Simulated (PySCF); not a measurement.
Ta(S)(F)2(OH) (F₂HOSTa), SMILES [OH][Ta]([F])([F])=[S], multiplicity 1. Coordinates come from a PBE-D3(BJ)/def2-SVP optimisation. The spin state was assumed, not searched. The structure was generated by enumeration; whether it is a known compound was not checked. The def2 effective core potentials stand for the cores of Ta; spin–orbit coupling is left out. Other conformers were not sampled.

Computed equilibrium geometry at PBE-D3(BJ)/def2-SVP (PySCF confirms it by a frequency run) as a Z-matrix, and its point group (one conformer of several):
point group Cs.
```
Ta
F 1 1.8877
F 1 1.8877 2 113.05
O 1 1.8922 2 109.86 3 123.11
H 4 0.9735 1 133.57 2 117.52
S 1 2.1770 2 108.13 4 117.21
```
Charge 0, spin multiplicity 1.
